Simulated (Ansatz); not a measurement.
Geometry optimisation, RKS PBE0-D4/6-31G* (Ansatz 0.2.0).

Input file:

```yaml
crystal:
  periodic: [false, false, false]
  atoms:
    - { symbol: B, position_ang: [0.0, 0.0, 0.0] }
    - { symbol: Cl, position_ang: [0.0, 0.0, 2.21] }
    - { symbol: F, position_ang: [1.1431, 0.0, -0.66] }
    - { symbol: H, position_ang: [-1.0305, 0.0, -0.595] }
    - { symbol: Si, position_ang: [0.1008, 2.1328, 0.7095] }
    - { symbol: H, position_ang: [0.6771, 2.1737, 2.0503] }
    - { symbol: H, position_ang: [0.9351, 2.9107, -0.2019] }
    - { symbol: H, position_ang: [-1.2441, 2.7001, 0.741] }
    - { symbol: H, position_ang: [0.061, 1.2895, 1.8528] }
basis:
  gaussian: { orbitals: "6-31G*" }
hamiltonian:
  xc: pbe0
  dispersion: d4
relax:
  f_tol: 0.15
  max_steps: 25
  restrain:
    - { distance: [0, 4], at: 1.95, k: 30.0 }
    - { distance: [8, 1], at: 1.37, k: 30.0 }
    - { distance: [0, 1], at: 3.06, k: 30.0 }
    - { distance: [8, 4], at: 2.66, k: 30.0 }
```

Launched with:

```bash
$ ansatz run input.yaml --threads 1 --pin off --max-ram 2048MiB --backend cpu --events-out ev --progress --plain --runs-dir out
```

Question: Where does it end, and by what steps?

Answer: It converged. The restraints hold the end off the free minimum. After 9 steps the energy has fallen by 4.560 eV (the restraints' own energy left out); H9 moved furthest, 0.92 Å. Parted: Si5–H9 (1.42 → 2.67 Å).

```tsv
step	energy less start (eV)	largest force component (eV/Å)	accepted
0	0.0000	7.301	yes
1	-2.2943	4.908	yes
2	-3.0501	3.782	yes
3	-3.5198	4.214	yes
4	-4.0897	3.088	yes
5	-4.5209	1.446	yes
6	-4.5378	1.172	yes
7	-4.5570	1.095	yes
8	-4.5397	1.432	no
9	-4.5598	1.126	yes
```

```xyz
9
Properties=species:S:1:pos:R:3
B 0.051 0.447 -0.298
Cl -0.316 -0.442 2.607
F 1.204 -0.149 -0.571
H -0.956 -0.154 -0.548
Si 0.084 2.292 0.419
H 0.820 2.359 1.729
H 0.832 3.189 -0.508
H -1.270 2.872 0.656
H 0.192 0.791 2.620
```

Time of the run: 37 s on 1 thread of Arm Neoverse V2, on a shared host, peak memory 0.15 GiB.
